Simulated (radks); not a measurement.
Task: The lead ion Pb4+, [Xe] 4f14 5d10. Method: non-relativistic Kohn-Sham, LDA (Slater exchange, Perdew-Wang correlation), spin-polarised, spherical densities, point nucleus; computed with a radial shooting solver on a logarithmic mesh with Libxc functionals. Every spin shell is full or empty, so the densities are truly spherical. Functionals are evaluated on that one density, not self-consistently. Rank these orbital-free kinetic functionals by their error against the exact value of the orbitals, and give that value: Thomas-Fermi, TF + vW, APBEK, revAPBEK, Thakkar, LKT, PG1, Ernzerhof.

Result: Exact: 19509.5 hartree. From best to worst, with 100 (|E| - |E exact|)/|E exact| (equal figures are ties): APBEK +0.05, revAPBEK +0.18, Ernzerhof -0.47, Thakkar -0.79, Thomas-Fermi -4.58, PG1 +12.28, LKT +15.76, TF + vW +30.51.
